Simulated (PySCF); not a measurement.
C5H5, SMILES [CH]1C=CC=C1, multiplicity 2.

Coordinates come from a PBE0-D3(BJ)/def2-SVP optimisation. The isomer is the one that the SMILES or the coordinates give; other isomers of the formula were not compared.

All values below come from SMD-ωB97X/6-31G* (PySCF).

Solvation free energies are E(SMD) − E(gas) at the gas-phase geometry, for 1 M in both phases. In vacuum the dipole moment is 0.05 D.

```json
[
 {"solvent": "water", "ΔG(solv) (kcal/mol)": "-1.0", "its non-electrostatic (CDS) part": "2.6", "dipole (D)": "0.06"},
 {"solvent": "N,N-dimethylformamide", "ΔG(solv) (kcal/mol)": "-4.2", "its non-electrostatic (CDS) part": "-0.7", "dipole (D)": "0.06"},
 {"solvent": "methanol", "ΔG(solv) (kcal/mol)": "-3.9", "its non-electrostatic (CDS) part": "-0.4", "dipole (D)": "0.06"}
]
```
